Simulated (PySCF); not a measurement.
Computed IR spectrum (relative IR intensity) of a molecule C₄H₆Si. Geometry: PBE-D3(BJ)/def2-SVP. Other conformers were not sampled. Computed with PBE-D3(BJ)/def2-SVP run with PySCF. Frequencies are harmonic and unscaled.

| ν (cm⁻¹) | relative intensity |
|---|---|
| 482 | 8.1 |
| 521 | 2.2 |
| 672 | 5.4 |
| 704 | 79 |
| 852 | 37 |
| 896 | 38 |
| 943 | 9.7 |
| 1060 | 5.3 |
| 1247 | 3.2 |
| 1312 | 4.6 |
| 2154 | 100 |
| 3079 | 5.8 |
| 3092 | 14 |

Question: Identify the compound among the candidates.
A. C#CC(=C)[SiH3]
B. C1=C[SiH2]C=C1
C. C=CC#C[SiH3]
D. C#C/C=C/[SiH3]

Answer: B, C1=C[SiH2]C=C1
